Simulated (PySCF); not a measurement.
Species: C₇H₁₀N₂.
Atom-mapped SMILES: `[CH3:1][CH2:2][NH:3][c:4]1[cH:5][cH:6][cH:7][cH:8][n:9]1`

Geometry (GFN2-xTB, Å), atoms numbered from 1 in this order:
```
atom  x, y, z in Å
C1    -2.727   -0.246    0.569
C2    -2.027    0.436   -0.606
N3    -0.846   -0.275   -1.033
C4     0.365   -0.076   -0.439
C5     1.431   -0.959   -0.686
C6     2.653   -0.694   -0.113
C7     2.797    0.436    0.688
C8     1.690    1.242    0.868
N9     0.506    1.002    0.331
H10   -2.053   -0.294    1.421
H11   -3.028   -1.258    0.303
H12   -3.612    0.314    0.856
H13   -1.703    1.436   -0.314
H14   -2.707    0.510   -1.459
H15   -0.997   -1.187   -1.437
H16    1.279   -1.825   -1.315
H17    3.490   -1.357   -0.281
H18    3.739    0.672    1.158
H19    1.740    2.134    1.480
```

NICS is the negative of the GIAO shielding at a point without a nucleus: at the ring centre (0) and 1 Å above and below it (1); zz is the component along the ring normal. Level: GIAO PBE0/pcSseg-1 (PySCF, non-relativistic, gas phase) on the GFN2-xTB geometry, one conformer.

Ring bond lengths (Å), with Mayer bond orders in brackets: C4–C5 1.407 (1.27), C5–C6 1.375 (1.51), C6–C7 1.392 (1.37), C7–C8 1.382 (1.42), C8–N9 1.322 (1.49), N9–C4 1.333 (1.38).

Task: What do the NICS probes read (ppm)?

Result: 
```
             ring                                               type  NICS(0)  NICS(1), two faces  NICS(1)zz, two faces  rms pucker (Å)  centre to ring atoms, mean (Å)
C4–C5–C6–C7–C8–N9  6-membered ring with N; formal bonds all aromatic     -5.8         -9.0 / -9.2         -21.8 / -21.9            0.00                            1.37
```

Task: What can be read from them?

Result: 
- C4–C5–C6–C7–C8–N9: mean NICS(1)zz -21.8 ppm, shielded. The ring is flat and has no four-coordinate atom; by the NICS criterion it is aromatic.

Task: What does the geometric index give? Use HOMA with the parameters of Krygowski (1993).

Result: 
- C4–C5–C6–C7–C8–N9: HOMA 0.97; the largest term is that of C4–C5, α(R − Ropt)² = 0.09. The geometric and the magnetic index point the same way.

The run took 36 s on one thread, Arm Neoverse V1, no GPU, shared host. This is the whole shielding run at PBE0/pcSseg-1, SCF included.
